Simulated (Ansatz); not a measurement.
Start from `CC[Si](N)(O)Cl` and change one atom or group to get `N[Si](O)(F)Cl`.

Ansatz, PBE0-D4/def2-TZVP geometries, multiplicity 1. Each molecule was computed in one conformer, which needn't be the lowest.

| property | `CC[Si](N)(O)Cl` |
| --- | --- |
| HOMO energy (PBE0/def2-TZVPP) / eV | -7.76 |
| ideal-gas entropy at 298 K and 1 bar (rigid rotor, harmonic PBE0-D4/def2-TZVP) / J/(mol·K) | 390 |
| LUMO energy (PBE0/def2-TZVPP) / eV | 0.72 |
| HOMO–LUMO gap (PBE0/def2-TZVPP) / eV | 8.48 |
| zero-point energy (PBE0-D4/def2-TZVP) / kJ/mol | 285.0 |
| HOMO energy (PBE/def2-TZVPP) / eV | -6.30 |

Give the same properties after the change, and the shifts. (An estimate is asked.)

The calculation gave: 
| property | `N[Si](O)(F)Cl` | shift |
| --- | --- | --- |
| HOMO energy (PBE0/def2-TZVPP) / eV | -8.35 | -0.59 |
| ideal-gas entropy at 298 K and 1 bar (rigid rotor, harmonic PBE0-D4/def2-TZVP) / J/(mol·K) | 338 | -52 |
| LUMO energy (PBE0/def2-TZVPP) / eV | 0.45 | -0.27 |
| HOMO–LUMO gap (PBE0/def2-TZVPP) / eV | 8.80 | 0.32 |
| zero-point energy (PBE0-D4/def2-TZVP) / kJ/mol | 120.8 | -164.2 |
| HOMO energy (PBE/def2-TZVPP) / eV | -6.79 | -0.49 |

With PBE0 the HOMO falls by 0.59 eV and the LUMO falls by 0.27 eV, so the gap widens by about 0.32 eV. PBE moves the HOMO by -0.49 eV and ωB97M-V by -0.64 eV. The zero-point energy changes by -164.2 kJ/mol with -18 modes.
